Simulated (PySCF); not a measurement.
# Computed properties of ClH₃SiTe, SMILES [SiH3][Te]Cl

ClH3SiTe, SMILES Cl[Te][SiH3]. Coordinates come from a PBE0-D3(BJ)/def2-SVP optimisation. The def2 effective core potentials stand for the cores of Te; spin–orbit coupling is left out. Other conformers were not sampled. All values are computed for the isolated molecule unless a solvent is named; none is compared with measurement here.

**Structure.** The optimised structure has Cs symmetry. All 12 harmonic modes at PBE0-D3(BJ)/def2-SVP (PySCF) are real, so it is a minimum. With heavy atoms numbered as in [Te:1]([Cl:2])[SiH3:3], the shortest bond between them is Te1–Cl2 at 2.389 Å and the longest Te1–Si3 at 2.506 Å.

**Vibrations.** The strongest infrared lines (harmonic, unscaled, degenerate partners summed) lie at 870 cm⁻¹ (351 km/mol, H 92 %, Si 8 %), 2229 cm⁻¹ (72 km/mol, H 98 %), 2261 cm⁻¹ (67 km/mol, H 96 %). The softest mode is at 91 cm⁻¹ and the zero-point energy is 16.4 kcal/mol.

**Electronic structure.** B3LYP/def2-TZVPD (PySCF) places the frontier levels at -6.43 and -3.04 eV, a gap of 3.39 eV, and gives a dipole moment of 2.15 D and a mean polarisability of 87.8 bohr³.

**Excitations.** TDDFT-PBE0/def2-SVPD (PySCF) has S1 at 2.26 eV (548 nm, f = 0.000, dark); the most intense of the 10 singlets computed lies at 5.80 eV (f = 0.03). T1 (TDA) is at 1.60 eV.
